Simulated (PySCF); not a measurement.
Correlation energy of B (boron, neutral)

[He] 2s2 2p1, 2P determinant. Calculation: PySCF 2.14, in def2-TZVPPD (6s3p3d1f, 37 functions); no relativity, point nucleus. Frozen: 1s2; 3 electrons correlated.

```csv
level,correlation energy (mhartree)
CCSD,-64.33
(T),-1.33
CCSD(T),-65.66
CCSDT,-66.09
```

Diagnostics: T1 = 0.014, D1 = 0.0272, largest double amplitude 0.107.

Cost of the coupled-cluster step: roughly 1.1 core-seconds, for 3 correlated electrons.
